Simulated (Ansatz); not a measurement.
Z-matrix (Å, degrees):
```
C
Si 1 1.861
H 1 1.093 2 111.1
H 1 1.093 2 110.7 3 120.1
H 1 1.093 2 111.0 3 -120.5
C 2 1.866 1 111.6 3 56.7
N 2 1.720 1 114.7 3 -63.9
O 2 1.654 1 103.5 3 177.4
H 6 1.093 2 110.3 1 58.8
H 6 1.094 2 111.5 1 -60.9
H 6 1.093 2 111.4 1 178.4
H 7 1.006 2 120.6 1 102.5
H 7 1.007 2 121.9 1 -47.5
H 8 0.959 2 115.2 1 166.2
```

Charge 0, multiplicity 1.

Question: List the B3LYP/def2-TZVPP orbital energies in eV (Ansatz 0.2.0). (Estimate.)

Answer: Computed: Occupied: -1798.86, -519.99, -388.70, -276.04, -275.91, -143.27, -98.62, -98.59, -98.56, -26.92, -22.90, -19.06, -18.48, -14.45, -13.29, -12.74, -11.20, -11.05, -10.62, -10.60, -9.75, -9.67, -8.90, -7.97, -7.02. Lowest empty: 0.42, 1.38, 1.63, 1.85, 2.35, 2.67, 2.85, 3.05.

B3LYP here is the variant with VWN-RPA as its local correlation; programs differ in this.
